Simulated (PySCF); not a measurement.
Computed IR spectrum (relative IR intensity) of a molecule C3H9BO2. Geometry: B3LYP-D3(BJ)/def2-SVP. The values are those of a single conformer. Level of theory: B3LYP-D3(BJ)/def2-SVP (PySCF). Frequencies are harmonic and unscaled.

```tsv
ν (cm⁻¹)	relative intensity
32	4.4
170	9.2
195	4.2
310	59
404	4.1
428	20
685	4.6
853	3.8
955	7.4
1050	16
1098	37
1156	54
1189	72
1205	26
1307	77
1383	78
1412	100
1430	30
1470	4.9
1479	5.8
1500	38
2938	33
2964	35
3012	24
3014	12
3074	7.9
3087	21
3121	19
3147	2.8
3826	15
```

**Question.** Which molecule gave these data?
(A) CCB(O)OC
(B) COB(C)CO
(C) COCB(C)O
(D) CCCB(O)O

**Answer.** B, COB(C)CO
